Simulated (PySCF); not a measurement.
Vertical excitations of a molecule CH₁₀ClNSi₃ from TDA-PBE/def2-SVPD run with PySCF, as energy in eV (oscillator strength): 5.67 (0.006), 5.72 (0.008), 5.78 (0.008), 5.95 (0.017), 6.05 (0.045), 6.10 (0.004). Lowest triplet (TDA): 5.25 eV. Geometry optimised at B3LYP-D3(BJ)/def2-SVP. One conformer was computed; it need not be the lowest.

Task: Which structure fits?
A. C[Si@](N)(Cl)[SiH2][SiH3]
B. [SiH3]CN[Si@H]([SiH3])Cl
C. [SiH3]C[Si@@H](Cl)N[SiH3]
D. C[Si@@H](Cl)N([SiH3])[SiH3]

Result: A, C[Si@](N)(Cl)[SiH2][SiH3]
